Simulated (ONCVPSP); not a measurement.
**thallium: one change to an ONCV potential, before and after**

ONCVPSP 4.0.1 input, shortened (lines: element, Z, core and valence counts, functional; n l f; lmax; l rc ep ncon nbas qcut; lloc lpopt rc5 dvloc0; l nproj debl; icmod fcfact rcfact), PBEsol, scalar-relativistic:

```
  Tl 81.00   10    5  -116133      upf
    1    0    2.00
    2    0    2.00
    2    1    6.00
    3    0    2.00
    3    1    6.00
    3    2   10.00
    4    0    2.00
    4    1    6.00
    4    2   10.00
    4    3   14.00
    5    0    2.00
    5    1    6.00
    5    2   10.00
    6    0    2.00
    6    1    1.00
    2
    0    1.35    0.00    3    6    7.00
    1    1.45    0.00    4    7    7.60
    2    1.30    0.00    4    8    7.80
    4    5    1.10    3.00
    0    2    1.50
    1    2    1.50
    2    1    3.10
    0    0.00    0.00
```

Change: p: rc 2.14.

Cutoffs: the cutoffs (Ha) at which the residual kinetic energy of the hardest occupied pseudo-wave falls to 1 and 0.1 mHa per electron; they do not see the model core or the augmentation charge, which bear on the density cutoff. Errors are all-electron minus pseudo energies relative to the spin-unpolarised reference configuration.

Problem. How do hardness, ghosts and transferability respond?

Solution. The potential gets neither clearly harder nor softer (23 Ha and 54 Ha → 23 Ha and 54 Ha); of the 3 tests that both files solve, the error grows in 1 and shrinks in 0 by more than 15 % and 0.3 meV (median size 11.4 → 11.9 meV); neither file shows a bound ghost.

```csv
quantity,base,changed
"cutoff, loose",23 Ha,23 Ha
"cutoff, tight",54 Ha,54 Ha
loose cutoff by channel,"s 22 Ha, p 18 Ha, d 23 Ha","s 22 Ha, p 18 Ha, d 23 Ha"
bound ghosts,none,none
GHOST(+) flags under 300 eV,s at 212.3 eV,s at 212.3 eV
tests with a reliable result,3 of 4,3 of 4
"error for 5s2 5p6 5d10 6s2 6p0, meV [ΔE 5.15 eV]",-2.3,-2.5
"error for 5s2 5p6 5d10 6s1 6p0, meV [ΔE 25.99 eV]",-11,-12
"error for 5s2 5p5 5d10 6s2 6p1, meV [ΔE 82.98 eV]",-147,-177
s: phases at 1.37 bohr within 0.05 rad from the reference energy up to (Ha; the scan ends near 5),to the end of the scan,to the end of the scan
d: phases at 1.32 bohr within 0.05 rad from the reference energy up to (Ha; the scan ends near 5),4.8,4.8
```
